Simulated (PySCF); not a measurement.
SbI2, SMILES [I][Sb+][I] (connectivity only; charge and spin as stated), charge +1, multiplicity 1.

Geometry optimised at PBE0-D3(BJ)/def2-SVP. The spin state was assumed, not searched. The isomer is the one that the SMILES or the coordinates give; other isomers of the formula were not compared. The def2 effective core potentials stand for the cores of I, Sb; spin–orbit coupling is left out.

These are PBE0-D3(BJ)/def2-SVP (PySCF) values and carry that method's errors.

Frequencies are harmonic and unscaled.

| mode | ν (cm⁻¹) | IR (km/mol) | Raman (Å⁴/amu) | depolarisation | moving atoms (share of kinetic energy) |
|---|---|---|---|---|---|
| 1 | 72 | 0.5 | 6.8 | 0.61 | I 79 %, Sb 21 % |
| 2 | 230 | 7.5 | 18.9 | 0.11 | I 53 %, Sb 47 % |
| 3 | 238 | 37.2 | 9.1 | 0.75 | Sb 56 %, I 44 % |
